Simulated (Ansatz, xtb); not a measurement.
Relative energy of two conformers of BFH4NSi

Structure X is `FBN[SiH2]`, a doublet and structure Y is `FBN[SiH2]`, a doublet. Both are isolated molecules in the gas phase, relaxed with PBE-D3(BJ)/def2-SVP.

X (Å):

```xyz
8

B    -0.0536   -1.7897    2.9135
F    -0.1463   -2.3756    4.1201
N     0.0450   -0.3767    2.8326
Si    0.0595    0.6099    1.3623
H     0.0085    0.1239    3.7296
H    -0.0514   -2.4855    1.9160
H     1.0042    1.7700    1.5737
H     0.5153   -0.2741    0.2317
```

Y (Å):

| atom | x (Å) | y (Å) | z (Å) |
| --- | --- | --- | --- |
| B | 1.4136 | -1.0276 | 1.7115 |
| F | 1.2932 | -0.1863 | 0.6704 |
| N | 0.3536 | -1.1235 | 2.6506 |
| Si | -1.2202 | -0.3028 | 2.6214 |
| H | 0.4892 | -1.8177 | 3.3921 |
| H | -1.6911 | -0.1972 | 4.0521 |
| H | -1.0459 | 1.0539 | 1.9941 |
| H | 2.4318 | -1.6846 | 1.8255 |

Energies in hartree; the thermal terms are from PBE-D3(BJ)/def2-SVP harmonic frequencies (ideal gas, rigid rotor, one conformer each, 298.15 K, 1 atm) and include the zero-point energy:

|  | X | Y |
| --- | --- | --- |
| E, CCSD(T)/def2-SVP | −470.251883 | −470.251559 |
| E, MP2/def2-SVP | −470.202122 | −470.201710 |
| E, MP2/def2-TZVPP | −470.668519 | −470.668075 |
| zero-point energy | 0.046877 | 0.046968 |
| H(298 K) − E | 0.053491 | 0.053511 |
| G(298 K) − E | 0.017566 | 0.017535 |

Q: Correct the CCSD(T) difference for the basis set by the MP2 change, then work out ΔE, ΔE₀, ΔH and ΔG for X → Y in kcal/mol (1 Eh = 627.51 kcal/mol) and the equilibrium ratio [Y]/[X].

A: 1. Differences Y − X: CCSD(T) +0.000324, MP2 in the small set +0.000412, MP2 in the large set +0.000444 Eh.
2. ΔE = +0.000324 + (+0.000444 − (+0.000412)) = +0.000356 Eh = +0.22 kcal/mol.
3. ΔE₀ = ΔE + ΔZPE = +0.000356 + (+0.000091) Eh = +0.28 kcal/mol.
4. ΔH = ΔE + (+0.000020) Eh = +0.24 kcal/mol.
5. ΔG = ΔE + (−0.000031) Eh = +0.20 kcal/mol, so ΔS = (ΔH − ΔG)/T = +0.4 J/(mol K).
6. kT = 0.9442 mEh, so K = [Y]/[X] = exp(−ΔG/kT) = exp(−0.34) ≈ 0.71.

The two are too close for this level to say which is favoured. An error of 1 kcal/mol in ΔG would change K by a factor of 5.4. Mirror images and further conformers aren't counted.

Other levels gave ΔE = +0.3 (PBE-D3(BJ)/def2-SVP); +0.1 (HF/def2-SVP); +0.3 (MP2/def2-SVP); +0.2 (CCSD(T)/def2-SVP) kcal/mol. Open shells are spin-unrestricted. The correlated steps freeze 8 core orbitals. Programs: Ansatz 0.2.0.
